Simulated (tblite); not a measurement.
Q: What does the GFN2-xTB structure of `C=C(C)[Si@@H](O)[SiH2]NC` look like in three dimensions?

A: 
Z-matrix in Å and degrees, rows numbered from 1:
```
C 
C   1  1.3262
C   2  1.4996  1  120.91
Si  2  1.8997  1  123.09  3  -178.41
O   4  1.6330  2  111.50  1    -9.13
Si  4  2.2977  2  111.00  1   117.06
N   6  1.7233  4  107.46  2   -31.92
C   7  1.4417  6  122.83  4   177.41
H   1  1.0812  2  122.65  3    -0.46
H   1  1.0777  2  121.73  3  -179.24
H   3  1.0891  2  109.75  1   117.89
H   3  1.0898  2  110.51  1  -124.06
H   3  1.0887  2  111.63  1    -2.66
H   4  1.4641  2  108.19  1  -116.56
H   5  0.9527  4  121.48  2    67.31
H   6  1.4806  4  111.50  2    92.55
H   6  1.4730  4  116.64  2  -147.76
H   7  1.0091  6  118.94  4    28.87
H   8  1.0960  7  112.54  6   -84.23
H   8  1.0921  7  110.50  6   154.47
H   8  1.0873  7  108.55  6    35.26
```

Of the pairs four or more bonds apart, H9···H13 is among the closest relative to their van der Waals radii: 2.37 Å, 99 % of the sum of Bondi's values. The 2 C–C bonds span 1.326 Å (C1=C2, drawn double) to 1.500 Å (C2–C3, drawn single), a spread of 0.174 Å. Si6 (SiH2 silicon) is distorted tetrahedral (angles from 103.7° to 116.6°). O5 (silanol oxygen) is bent (angle 121.5°).

Structure optimised with GFN2-xTB, isolated species.

Point group: C1 (no symmetry element, even within 0.4 Å). Its GFN2-xTB frequencies are all real (lowest 25 cm⁻¹). The numbers are those of one conformer (C1–C2–Si4–O5 -9°, C2–Si4–O5–H 67°, C2–Si4–Si6–N7 -32°, Si4–Si6–N7–C8 177°). 3 starts were optimised and ended at 0.00, 0.13 and 0.79 kcal/mol (GFN2-xTB); the lowest of these is shown.

These are computed values.
